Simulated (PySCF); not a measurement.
How methods differ on the ionisation energy of Ta

Ta [Xe] 4f14 5d3 6s2 (4F) → Ta⁺ [Xe] 4f14 5d3 6s1 (5F), as a difference of total energies. All numbers are calculated (PySCF 2.14, a scalar-relativistic core potential, in def2-TZVP with the def2 core potential (60 electrons)). Correlated levels: valence: 5s2 5p6 frozen. The calculations carry no spin-orbit coupling.

```csv
method,ionisation energy (eV)
UHF,5.723
r2SCAN,6.814
BP86,7.440
MP2 (valence),6.721
SCS-MP2 (valence),6.917
```

Errors of the correlated levels include the incompleteness of this basis and the frozen core.

MP2 underrates the near-degeneracy of ns² with np² in the lower species.

Which method comes closest to the reference value, and which is furthest?

The reference is 7.573 eV (measured; NIST levels, between the centres of gravity of the two terms). Closest: BP86 (error -0.133 eV); furthest: UHF (error -1.850 eV).
